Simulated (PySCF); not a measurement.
PySCF input (BP86/def2-TZVPD):

```python
from pyscf import gto, scf, dft

mol = gto.M(
    atom='''
    Ca   -0.00000000   -0.00000000   -0.52111138
    O     0.00000000    0.00000000    1.30277845
    ''',
    basis='def2-tzvpd',
    charge=0,
    spin=0,
    verbose=4,
)

mf = dft.RKS(mol, xc='bp86').density_fit(auxbasis='def2-universal-jkfit')
mf.grids.level = 3
mf.conv_tol = 1e-9
mf.max_cycle = 100
mf.max_memory = 1500
mf.kernel()
if not mf.converged:
    mf = mf.newton()
    mf.kernel(mf.make_rdm1())
mf.analyze()
```

Output:

```
PySCF version 2.14.0

[INPUT] verbose = 4
[INPUT] num. atoms = 2
[INPUT] num. electrons = 28
[INPUT] charge = 0
[INPUT] spin (= nelec alpha-beta = 2S) = 0
[INPUT] symmetry False subgroup None
[INPUT] Mole.unit = angstrom
[INPUT] Symbol           X                Y                Z      unit          X                Y                Z       unit  Magmom
[INPUT]  1 Ca     0.000000000000   0.000000000000  -0.521111380000 AA    0.000000000000   0.000000000000  -0.984757788594 Bohr   0.0
[INPUT]  2 O      0.000000000000   0.000000000000   1.302778450000 AA    0.000000000000   0.000000000000   2.461894471485 Bohr   0.0

nuclear repulsion = 46.4218574798457
number of shells = 28
number of NR pGTOs = 128
number of NR cGTOs = 76
basis = def2-tzvpd
ecp = {}

******** <class 'pyscf.df.df_jk.DFRKS'> ********
method = DFRKS
initial guess = minao
damping factor = 0
level_shift factor = 0
DIIS = <class 'pyscf.scf.diis.CDIIS'>
diis_start_cycle = 1
diis_space = 8
diis_damp = 0
SCF conv_tol = 1e-09
SCF conv_tol_grad = None
SCF max_cycles = 100
direct_scf = False
XC library pyscf.dft.libxc version 7.1.2
    S. Lehtola, C. Steigemann, M. J. T. Oliveira, and M. A. L. Marques,  SoftwareX 7, 1–5 (2018)
XC functionals = bp86
    A. D. Becke,  Phys. Rev. A 38, 3098 (1988)
    J. P. Perdew,  Phys. Rev. B 33, 8822 (1986)
    J. P. Perdew,  Phys. Rev. B 34, 7406–7406 (1986)
radial grids:
    Treutler-Ahlrichs [JCP 102, 346 (1995); DOI:10.1063/1.469408] (M4) radial grids

becke partition: Becke, JCP 88, 2547 (1988); DOI:10.1063/1.454033
pruning grids: <function nwchem_prune>
grids dens level: 3
symmetrized grids: False
atomic radii adjust function: <function treutler_atomic_radii_adjust>
small_rho_cutoff = 0
Set gradient conv threshold to 3.16228e-05
Initial guess from minao.
tot grids = 34512
init E= -752.819962044829
  HOMO = -0.432828589622319  LUMO = -0.135942711200144  gap/eV = 8.07868
cycle= 1 E= -752.404755184034  delta_E= 0.415  |g|= 1.48  |ddm|= 2.02
  HOMO = -0.0343453012020925  LUMO = -0.0122698452311054  gap/eV = 0.60070
cycle= 2 E= -743.617039247517  delta_E= 8.79  |g|=  3.6  |ddm|= 3.41
  HOMO = -0.272820950160665  LUMO = -0.0727301809766843  gap/eV = 5.44475
cycle= 3 E= -752.755371980488  delta_E= -9.14  |g|= 0.645  |ddm|= 3.35
  HOMO = -0.139150864167705  LUMO = -0.0909172836693557  gap/eV = 1.31250
cycle= 4 E= -752.835849085594  delta_E= -0.0805  |g|= 0.503  |ddm|= 1.05
  HOMO = -0.116136107885564  LUMO = -0.0720326478553872  gap/eV = 1.20012
cycle= 5 E= -752.885054159387  delta_E= -0.0492  |g|= 0.209  |ddm|= 0.399
  HOMO = -0.140356503990539  LUMO = -0.0844611990212556  gap/eV = 1.52099
cycle= 6 E= -752.895045664214  delta_E= -0.00999  |g|= 0.0576  |ddm|= 0.218
  HOMO = -0.144849486459641  LUMO = -0.0869535526689802  gap/eV = 1.57543
cycle= 7 E= -752.895721553784  delta_E= -0.000676  |g|= 0.0152  |ddm|= 0.0402
  HOMO = -0.143169389930239  LUMO = -0.0866219968304662  gap/eV = 1.53873
cycle= 8 E= -752.895710168806  delta_E= 1.14e-05  |g|= 0.0155  |ddm|= 0.0258
  HOMO = -0.144218212176661  LUMO = -0.0867481969340815  gap/eV = 1.56384
cycle= 9 E= -752.895767455908  delta_E= -5.73e-05  |g|= 0.002  |ddm|= 0.0132
  HOMO = -0.144345001757374  LUMO = -0.0867343034463062  gap/eV = 1.56767
cycle= 10 E= -752.895768262524  delta_E= -8.07e-07  |g|= 0.000424  |ddm|= 0.00162
  HOMO = -0.14429636080349  LUMO = -0.086712802912956  gap/eV = 1.56693
cycle= 11 E= -752.895768305044  delta_E= -4.25e-08  |g|= 3.83e-05  |ddm|= 0.00038
  HOMO = -0.144294170606286  LUMO = -0.0867121356905187  gap/eV = 1.56689
cycle= 12 E= -752.895768305371  delta_E= -3.27e-10  |g|= 9.87e-06  |ddm|= 3.15e-05
  HOMO = -0.144289895282658  LUMO = -0.0867118214646041  gap/eV = 1.56678
Extra cycle  E= -752.895768304479  delta_E= 8.92e-10  |g|= 6.43e-05  |ddm|= 6.92e-05
converged SCF energy = -752.895768304479
**** SCF Summaries ****
Total Energy =                        -752.895768304479020
Nuclear Repulsion Energy =              46.421857479845706
One-electron Energy =                -1126.993657471843562
Two-electron Energy =                  327.676031687518844
Two-electron Coulomb Energy =          372.569053645879762
DFT Exchange-Correlation Energy =      -44.893021958360933
HOMO-LUMO gap [eV] =                     1.566779192951108
**** MO energy ****
MO #1   energy= -144.327157158805  occ= 2
MO #2   energy= -18.6265789104057  occ= 2
MO #3   energy= -14.9731119066083  occ= 2
MO #4   energy= -12.1758577971744  occ= 2
MO #5   energy= -12.1758577971744  occ= 2
MO #6   energy= -12.17330729287    occ= 2
MO #7   energy= -1.59457713911018  occ= 2
MO #8   energy= -0.929664211133889 occ= 2
MO #9   energy= -0.9209360143172   occ= 2
MO #10  energy= -0.920936014317157 occ= 2
MO #11  energy= -0.639846019892822 occ= 2
MO #12  energy= -0.149525588792746 occ= 2
MO #13  energy= -0.149525588792696 occ= 2
MO #14  energy= -0.144289895282658 occ= 2
MO #15  energy= -0.0867118214646041 occ= 0
MO #16  energy= -0.0172517149530649 occ= 0
MO #17  energy= -0.0172517149530275 occ= 0
MO #18  energy= -0.00857465136760106 occ= 0
MO #19  energy= 0.0154997963063321 occ= 0
MO #20  energy= 0.0154998217077816 occ= 0
MO #21  energy= 0.060950074015714  occ= 0
MO #22  energy= 0.0619343494547037 occ= 0
MO #23  energy= 0.0619343494547276 occ= 0
MO #24  energy= 0.0676596857781422 occ= 0
MO #25  energy= 0.129822575075876  occ= 0
MO #26  energy= 0.129822575075897  occ= 0
MO #27  energy= 0.142160455695406  occ= 0
MO #28  energy= 0.150352906683092  occ= 0
MO #29  energy= 0.150352906683131  occ= 0
MO #30  energy= 0.203612809359574  occ= 0
MO #31  energy= 0.203613107651476  occ= 0
MO #32  energy= 0.209040292177776  occ= 0
MO #33  energy= 0.23128277429143   occ= 0
MO #34  energy= 0.231282774291454  occ= 0
MO #35  energy= 0.233836484601518  occ= 0
MO #36  energy= 0.361674468829577  occ= 0
MO #37  energy= 0.429814230904231  occ= 0
MO #38  energy= 0.429814505530542  occ= 0
MO #39  energy= 0.559336317384479  occ= 0
MO #40  energy= 0.566267639368314  occ= 0
MO #41  energy= 0.566267639368386  occ= 0
MO #42  energy= 0.679506419266885  occ= 0
MO #43  energy= 0.679506419266933  occ= 0
MO #44  energy= 0.820074576586769  occ= 0
MO #45  energy= 0.90133908742493   occ= 0
MO #46  energy= 0.91164292604532   occ= 0
MO #47  energy= 0.911642926045337  occ= 0
MO #48  energy= 0.97978296046486   occ= 0
MO #49  energy= 1.31517317255708   occ= 0
MO #50  energy= 1.31517358386758   occ= 0
MO #51  energy= 1.41745460316855   occ= 0
MO #52  energy= 1.42331114868992   occ= 0
MO #53  energy= 1.42331114868996   occ= 0
MO #54  energy= 1.6598503545527    occ= 0
MO #55  energy= 1.76612663963314   occ= 0
MO #56  energy= 1.76612722874307   occ= 0
MO #57  energy= 1.83249040288983   occ= 0
MO #58  energy= 1.83249040288986   occ= 0
MO #59  energy= 2.32614422590316   occ= 0
MO #60  energy= 2.7167860467029    occ= 0
MO #61  energy= 2.71678604670295   occ= 0
MO #62  energy= 2.95070584659887   occ= 0
MO #63  energy= 3.07990852354848   occ= 0
MO #64  energy= 5.14562078960372   occ= 0
MO #65  energy= 5.14570998080737   occ= 0
MO #66  energy= 5.15964037120187   occ= 0
MO #67  energy= 5.15964037120191   occ= 0
MO #68  energy= 5.19408625094569   occ= 0
MO #69  energy= 5.19408625094574   occ= 0
MO #70  energy= 5.29830749769891   occ= 0
MO #71  energy= 6.37322031146878   occ= 0
MO #72  energy= 6.37325239155082   occ= 0
MO #73  energy= 6.41596398708528   occ= 0
MO #74  energy= 6.41596398708537   occ= 0
MO #75  energy= 6.61778568121323   occ= 0
MO #76  energy= 43.0015715068783   occ= 0
 ** Mulliken pop on meta-lowdin orthogonal AOs  **
 ** Mulliken pop  **
pop of  0 Ca 1s           2.00000
pop of  0 Ca 2s           1.99979
pop of  0 Ca 3s           1.99905
pop of  0 Ca 4s           0.13991
pop of  0 Ca 5s           0.00106
pop of  0 Ca 6s           0.00041
pop of  0 Ca 2px          1.99995
pop of  0 Ca 2py          1.99995
pop of  0 Ca 2pz          1.99995
pop of  0 Ca 3px          1.99850
pop of  0 Ca 3py          1.99850
pop of  0 Ca 3pz          1.99313
pop of  0 Ca 4px          0.00609
pop of  0 Ca 4py          0.00609
pop of  0 Ca 4pz          0.05589
pop of  0 Ca 5px          0.00051
pop of  0 Ca 5py          0.00051
pop of  0 Ca 5pz          0.00136
pop of  0 Ca 6px          0.00001
pop of  0 Ca 6py          0.00001
pop of  0 Ca 6pz          0.00018
pop of  0 Ca 3dxy         0.00000
pop of  0 Ca 3dyz         0.10609
pop of  0 Ca 3dz^2        0.17604
pop of  0 Ca 3dxz         0.10609
pop of  0 Ca 3dx2-y2      0.00000
pop of  0 Ca 4dxy         0.00000
pop of  0 Ca 4dyz         0.03486
pop of  0 Ca 4dz^2        0.02694
pop of  0 Ca 4dxz         0.03486
pop of  0 Ca 4dx2-y2      0.00000
pop of  0 Ca 5dxy         0.00000
pop of  0 Ca 5dyz         0.00123
pop of  0 Ca 5dz^2        0.00186
pop of  0 Ca 5dxz         0.00123
pop of  0 Ca 5dx2-y2      0.00000
pop of  1 O 1s            1.99994
pop of  1 O 2s            1.94072
pop of  1 O 3s            0.00814
pop of  1 O 4s            0.00871
pop of  1 O 5s            0.00515
pop of  1 O 6s            0.00093
pop of  1 O 2px           1.79938
pop of  1 O 2py           1.79938
pop of  1 O 2pz           1.62682
pop of  1 O 3px           0.03858
pop of  1 O 3py           0.03858
pop of  1 O 3pz           0.00590
pop of  1 O 4px           0.00103
pop of  1 O 4py           0.00103
pop of  1 O 4pz           0.00098
pop of  1 O 5px           0.00126
pop of  1 O 5py           0.00126
pop of  1 O 5pz           0.00077
pop of  1 O 3dxy          0.00000
pop of  1 O 3dyz          0.00593
pop of  1 O 3dz^2         0.00402
pop of  1 O 3dxz          0.00593
pop of  1 O 3dx2-y2       0.00000
pop of  1 O 4dxy          0.00000
pop of  1 O 4dyz          0.00484
pop of  1 O 4dz^2         0.00049
pop of  1 O 4dxz          0.00484
pop of  1 O 4dx2-y2       0.00000
pop of  1 O 5dxy          0.00000
pop of  1 O 5dyz          0.00158
pop of  1 O 5dz^2         0.00157
pop of  1 O 5dxz          0.00158
pop of  1 O 5dx2-y2       0.00000
pop of  1 O 4f-3          0.00000
pop of  1 O 4f-2          0.00000
pop of  1 O 4f-1          0.00015
pop of  1 O 4f+0          0.00029
pop of  1 O 4f+1          0.00015
pop of  1 O 4f+2          0.00000
pop of  1 O 4f+3          0.00000
 ** Mulliken atomic charges  **
charge of    0Ca =      1.30992
charge of    1O =     -1.30992
Dipole moment(X, Y, Z, Debye):  0.00000,  0.00000, -8.03231
```
